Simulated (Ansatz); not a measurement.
The cluster Cu₁₂Pd⁺. Total charge 1; doublet. Geometry PBE-D4/def2-SVP; atoms count from 1.

```
atom   x (Å)   y (Å)   z (Å)
 Pd1   1.878  -1.880   1.983
 Cu2   0.562   0.312   1.702
 Cu3  -2.228  -0.776  -0.570
 Cu4   2.048   0.651  -2.251
 Cu5   1.922  -0.707  -0.194
 Cu6  -1.069   1.330   0.041
 Cu7  -0.051  -0.224  -1.511
 Cu8   0.047   2.133  -2.135
 Cu9  -2.033   1.003  -2.236
Cu10  -0.244  -1.657   0.544
Cu11  -0.325  -1.604   3.029
Cu12  -1.834  -0.224   1.757
Cu13   1.326   1.644  -0.158
```

In the def2 sets Pd takes a core potential; there is no spin–orbit coupling. Single mean-field runs in def2-TZVP are fitted with def2-universal-jkfit. Another isomer (doublet) lies 0.37 eV lower at PBE0-D4/def2-TZVP; other spin states weren't run for this one.

Question: Estimate the Mulliken populations from the PBE0/def2-TZVP orbitals of Ansatz.

Answer: 
```csv
atom,charge (e),spin (α − β),d electrons
Pd1,-0.03,0.24,9.32
Cu2,0.13,0.05,9.77
Cu3,0.07,0.01,9.84
Cu4,0.13,0.15,9.86
Cu5,-0.04,0.03,9.81
Cu6,0.09,0.01,9.76
Cu7,0.12,0.01,9.74
Cu8,0.09,0.07,9.83
Cu9,0.04,0.01,9.86
Cu10,0.15,0.03,9.76
Cu11,0.12,0.14,9.87
Cu12,0.04,0.19,9.84
Cu13,0.08,0.04,9.82
```
Mulliken values depend strongly on the basis.

Question: Where does the spin sit?

Answer: Summed by element: Pd 0.24, Cu 0.76, of 1 unpaired in all. Largest on single atoms: Pd1 0.24, Cu12 0.19, Cu4 0.15.

Question: And the Mayer bond orders between heavy atoms (over 0.3)?

Answer: Pd1–Cu2 0.37 (2.57 Å); Pd1–Cu5 0.41 (2.47 Å); Pd1–Cu10 0.35 (2.57 Å); Pd1–Cu11 0.48 (2.45 Å); Cu2–Cu13 0.31 (2.41 Å); Cu3–Cu7 0.32 (2.43 Å); Cu3–Cu10 0.30 (2.44 Å); Cu3–Cu12 0.34 (2.42 Å); Cu4–Cu5 0.31 (2.47 Å); Cu4–Cu7 0.31 (2.39 Å); Cu5–Cu7 0.33 (2.42 Å); Cu6–Cu13 0.35 (2.42 Å); Cu8–Cu9 0.44 (2.37 Å); Cu11–Cu12 0.33 (2.41 Å).
